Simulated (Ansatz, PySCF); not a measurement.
Gas-phase reaction (SMILES): CCB(OC)OC + Cl (HCl) -> COB(Cl)OC + CC (C2H6); hydrogen chloride cleaves one B-C bond, a model of a ligand-exchange step.

Geometries: B3LYP-D3(BJ)/def2-TZVP minima from Ansatz (an electronic-structure program), one conformer each, not searched for the lowest. Valence correlation only, unless marked. Spin-orbit coupling is left out. Non-relativistic. CBS(X,Y): correlation extrapolated as X^-3; Hartree-Fock from the larger set. [CCSD(T)-MP2]/basis is that difference in the basis named. Thermal terms are rigid-rotor harmonic-oscillator values from B3LYP-D3(BJ) frequencies (Ansatz or PySCF) at 298.15 K and 1 atm. 1 Eh = 627.5095 kcal/mol.

| species | E, RI-MP2/CBS(cc-pV(T+d)Z,cc-pV(Q+d)Z)+[CCSD(T)-MP2]/cc-pV(T+d)Z (Ansatz) (Eh) | E, PBE0-D4/def2-TZVPD (Ansatz + dftd4) (Eh) | H - E (Eh) |
|---|---|---|---|
| CCB(OC)OC | -334.05260 | -334.17398 | 0.16584 |
| Cl (HCl) | -460.37804 | -460.66608 | 0.01000 |
| COB(Cl)OC | -714.75349 | -715.12918 | 0.09987 |
| CC (C2H6) | -79.71807 | -79.75255 | 0.07887 |

Question: Work out ΔE and ΔH at 298.15 K at the first level, then ΔH at the second.

Answer: 
1. ΔE = [(-714.75349) + (-79.71807)] - [(-334.05260) + (-460.37804)] = -0.04092 Eh = -25.7 kcal/mol at RI-MP2/CBS(cc-pV(T+d)Z,cc-pV(Q+d)Z)+[CCSD(T)-MP2]/cc-pV(T+d)Z.
2. The terms H - E add up to 0.00290 Eh, so ΔH = (-0.04092 + (0.00290))×627.5095 = -23.9 kcal/mol.
3. At PBE0-D4/def2-TZVPD the same steps give ΔE = -26.1 and ΔH = -24.3 kcal/mol, a shift of -0.4 from the first level.
4. These values are not checked against measurement here, since the tables used lack a sound gas-phase enthalpy of formation for at least one species.
